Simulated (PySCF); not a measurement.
# Telling isomers of C5H3F2N apart by NMR

[PySCF 2.14: geometry from GFN2-xTB; GIAO PBE0/pcSseg-1 shieldings; no solvent; no relativistic terms; fast rotation and ring inversion assumed for equivalent nuclei; single conformer]

Shifts are taken against calculated references (same method and geometry level): TMS for ¹H, ¹³C. Splittings of carbon signals by F and P are missing where no couplings were computed. Where no couplings were computed, multiplicities follow the n + 1 count of equivalent neighbours, and m marks all less simple cases (inequivalent or close neighbours, rings, F or P nearby). Shifts are as computed. Against solution values, carbons near 30 ppm lie about +3 ppm off and those near 130 ppm about +5 ppm. Of 1211 compounds with measured shifts, 218 miss one by over three times the rms of a fit or turn the order of signals round; such compounds aren't used in these exercises.

(1) Tabulate the signals of `Fc1ccc(F)nc1`, `Fc1cccc(F)n1` and their relative energies.

(2) What is the quickest way to tell Fc1ccc(F)nc1 from Fc1cccc(F)n1?

Results:

(1) 
```json
{"SMILES": "Fc1ccc(F)nc1", "carbon types": "2×C 3×CH", "δC": "169.2, 166.4, 142.5, 133.6, 115.1", "δH": "8.49 (m, 1H), 7.74 (m, 1H), 7.03 (m, 1H)", "E rel. (kcal/mol)": "7.7"}
{"SMILES": "Fc1cccc(F)n1", "carbon types": "2×C 3×CH", "δC": "172.5, 150.3, 110.6", "δH": "8.11 (m, 1H), 6.88 (m, 2H)", "E rel. (kcal/mol)": "0.0"}
```

Energies are electronic energies at PBE0/pcSseg-1 on these geometries, without zero-point or thermal terms, each for the one conformer computed, which needn't be the lowest.

(2) Count the carbon signals: 5 against 3. The first has an aromatic CH at 133.6 ppm, the second an aromatic CH at 150.3 ppm. Their most deshielded carbons lie at 169.2 and 172.5 ppm.
